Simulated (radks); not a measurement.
Results of a calculation; reference values are marked as such.
All-electron atom: Dy LV in [Ne] 3s2 (the NIST ground configuration). Level of theory: non-relativistic Kohn-Sham, LDA (Slater exchange, Perdew-Wang correlation), spin-unpolarised, spherical densities, point nucleus; relativity is left out, which matters for an element this heavy (a radial shooting solver on a logarithmic mesh with Libxc functionals).

Radial electron density D(r) = 4 pi r^2 rho(r):

```
   r/bohr * D(r) (the largest magnitude, 96.4, reaches the edge; | marks zero)
 0.001816 |   *
 0.002254 |     *
 0.002797 |       *
 0.003472 |          *
 0.004343 |               *
  0.00539 |                    *
  0.00669 |                          *
 0.008303 |                                 *
  0.01031 |                                       *
  0.01289 |                                            *
    0.016 |                                              *
  0.01986 |                                             *
  0.02465 |                                         *
  0.03083 |                                      *
  0.03827 |                                       *
   0.0475 |                                             *
  0.05895 |                                                    *
  0.07316 |                                                      *
  0.09153 |                                            *
   0.1136 |                            *
    0.141 |              *
    0.175 |        *
   0.2172 |       *
   0.2717 |    *
   0.3372 | *
   0.4185 *
   0.5194 *
   0.6446 *
```

D(r) has 2 maxima, at r = 0.0163, 0.0681 bohr, and minima at 0.0331 bohr, inside which lie 2.09 electrons.
